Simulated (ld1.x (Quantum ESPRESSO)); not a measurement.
**oxygen: PAW pseudisation with PBEsol, non-relativistic reference atom.**

- Element: oxygen
- Generator: ld1.x (Quantum ESPRESSO) 7.5
- Type: PAW
- Functional: PBEsol
- Relativity: non-relativistic
- Frozen core: [He]
- Valence charge: 6
- Reference configuration: 2s2 2p4
- Partial waves: 2s (bound): rcut 0.70, rcutus 0.95 bohr; 2s channel at -0.35 Ry: rcut 0.70, rcutus 0.95 bohr; 2p (bound): rcut 1.65, rcutus 2.25 bohr; 2p channel at 0.05 Ry: rcut 1.65, rcutus 2.25 bohr; 3d channel at 0.1 Ry: rcut 1.65, rcutus 2.25 bohr; 3d channel at 0.45 Ry: rcut 1.65, rcutus 2.25 bohr
- Local potential: all-electron potential smoothed inside 1.95 bohr (lloc = -1)
- Core correction: Bessel-smoothed model core, default radius (core density twice the valence density)
- Augmentation charge: BESSEL, radius 0.55 bohr

All-electron outer shells of the reference configuration (PBEsol, non-relativistic, ld1.x):

```json
{"shell": "2s", "level (eV)": "-23.76", "outermost node (bohr)": "0.28", "outermost maximum (bohr)": "0.88"}
{"shell": "2p", "level (eV)": "-8.98", "outermost node (bohr)": "–", "outermost maximum (bohr)": "0.82"}
```

Problem. Does the generator finish with these settings?

Solution. Yes, a potential is produced and its reference levels are reproduced.

Problem. Is the overlap operator S = 1 + Σ q|β⟩⟨β| positive definite (Bessel basis up to 400 Ry)?

Solution. No: its lowest eigenvalue is -0.516, in the s channel, so the generalised eigenproblem breaks down once the basis is large enough.

Test run stopped at test 1 of 7 (negative rho).

The ghost test of this file was not conclusive. Its overlap operator is not positive definite in a basis up to 400 Ry (lowest eigenvalue s -0.52), so the file is unfit for use: the generalised eigenproblem breaks down once the basis is large enough, and its test numbers describe a broken file.
